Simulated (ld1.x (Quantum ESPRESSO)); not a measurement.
What one change does to a pseudopotential (carbon, TM)

ld1.x (Quantum ESPRESSO) 7.5 input, shortened:

```
&input
   title='C', zed=6., rel=1, dft='PBE', iswitch=3,
   config='[He] 2s1.5 2p2.5'
 /
 &inputp
   pseudotype=2, tm=.true., lloc=0,
   nlcc=.true., rcore=0.75
 /
2
2P  2  1   2.50   0.00  1.85  1.85  0.0
2S  1  0   1.50   0.00  1.00  1.00  0.0
 &test
   configts(1)='2s1.5 2p2.5'
 /
```

Change: core correction none.

Cutoffs: the cutoffs (Ry, on a coarse ladder) from which the occupation-weighted sum of valence levels, in a spherical-Bessel basis at the reference potential, stays within 10 and 1 mRy of its value at 400 Ry; they do not see the model core or the augmentation charge, which bear on the density cutoff. Errors are all-electron minus pseudo energies relative to the spin-unpolarised reference configuration.

Problem. Predict the effect on cutoff, ghosts and configuration errors.

Solution. The potential gets neither clearly harder nor softer (35 Ry and 90 Ry → 35 Ry and 90 Ry); of the 7 tests that both files solve, the error grows in 2 and shrinks in 1 by more than 15 % and 0.3 meV (median size 8.0 → 9.2 meV); neither file shows a bound ghost.

```tsv
quantity	base	changed
cutoff, loose	35 Ry	35 Ry
cutoff, tight	90 Ry	90 Ry
bound ghosts	none	none
error for 2s2 2p2, meV [ΔE -4.24 eV]	+0.3	+0.4
error for 2s2 2p1, meV [ΔE 6.63 eV]	+33	+37
error for 2s2 2p0, meV [ΔE 30.78 eV]	+243	+284
error for 2s1 2p2, meV [ΔE 15.38 eV]	-6.9	-7.7
error for 2s1 2p3, meV [ΔE 4.24 eV]	+0.4	+0.1
error for 2s1 2p0, meV [ΔE 78.98 eV]	+524	+606
error for 2s2 2p1.5, meV [ΔE -0.27 eV]	+8.0	+9.2
s: phases at 1.99 bohr within 0.05 rad from the reference energy up to (Ry; the scan ends near 5)	3.7	3.7
p: phases at 1.99 bohr within 0.05 rad from the reference energy up to (Ry; the scan ends near 5)	2.8	2.8
```
